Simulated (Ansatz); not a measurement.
Worked example: CH4AsO → AsO + CH4

Species: CH4AsO `CO[AsH]`, doublet; AsO, doublet; CH4 `C`, singlet. 

Shapes, held fixed at every level: PBE0-D4/def2-TZVP. Flexible molecules stand in one conformer, not always the lowest. Programs: Ansatz 0.2.0. The zero-point and thermal change to 298 K, harmonic and unscaled (PBE0-D4/def2-TZVP), is -0.3 kJ/mol.

At B2PLYP/def2-TZVPP; 1 Eh = 2625.50 kJ/mol:

```
species   energy (Eh)
 CH4AsO  -2351.163988
    AsO  -2310.676573
    CH4    -40.487158
```

Work out ΔH(298 K) of the reaction at this level.


1. Products less reactants: (-2310.676573) + (-40.487158) − [(-2351.163988)] = 0.000257 Eh = +0.7 kJ/mol.
2. With the thermal change: +0.7 + (-0.3) = +0.4 kJ/mol.

Other levels give +18.7 (PBE-D4/def2-TZVPP) to +43.7 kJ/mol (BHLYP-D4/def2-TZVPP). No measured value is set beside it here. Spin contamination: AsO (⟨S²⟩ up to 1.27). Open shells run unrestricted unless RO is named. Relativity is left out for As unless named. Correlated rows may include outer-core shells of As, which these sets cover unevenly.
